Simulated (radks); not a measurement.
Results of a calculation; reference values are marked as such.
All-electron atom: O in [He] 2s2 2p4 (the NIST ground configuration). Code: a radial shooting solver on a logarithmic mesh with Libxc functionals. Model: scalar-relativistic Kohn-Sham, exchange-only r2SCAN, spin-unpolarised, spherical densities, finite nucleus; meta-GGA in the generalised Kohn-Sham scheme; Fermi nuclear charge, rms radius 2.6991 fm.

Normalised radial functions P(r) = r R(r), r in bohr:

r	1s	2s	2p
0.01317	0.5137	0.1197	0.0025
0.01799	0.6749	0.1571	0.0046
0.02477	0.8801	0.2045	0.0084
0.03411	1.1246	0.2603	0.0154
0.04661	1.3907	0.3196	0.0274
0.06418	1.6661	0.3771	0.0485
0.08839	1.8964	0.4157	0.0839
0.1207	2.0128	0.4117	0.1389
0.1663	1.9509	0.3344	0.2239
0.229	1.6668	0.1557	0.3422
0.3128	1.2138	-0.1214	0.4863
0.4308	0.6985	-0.4753	0.6487
0.5933	0.2977	-0.7967	0.7845
0.8106	0.0904	-0.9564	0.8441
1.116	0.0157	-0.8919	0.7925
1.537	0.0014	-0.6435	0.6354
2.1	0.0001	-0.3572	0.4309
2.892	0.0000	-0.1387	0.2348
3.983	0.0000	-0.0342	0.0985

1s: eigenvalue -520.14 eV, 0 radial nodes, <r> = 0.199 bohr, 90 % of the charge inside 0.356 bohr. 2s: eigenvalue -24.815 eV, 1 radial node at r = 0.276 bohr, <r> = 1.14 bohr, 90 % of the charge inside 1.83 bohr. 2p: eigenvalue -8.446 eV, 0 radial nodes, <r> = 1.27 bohr, 90 % of the charge inside 2.22 bohr.
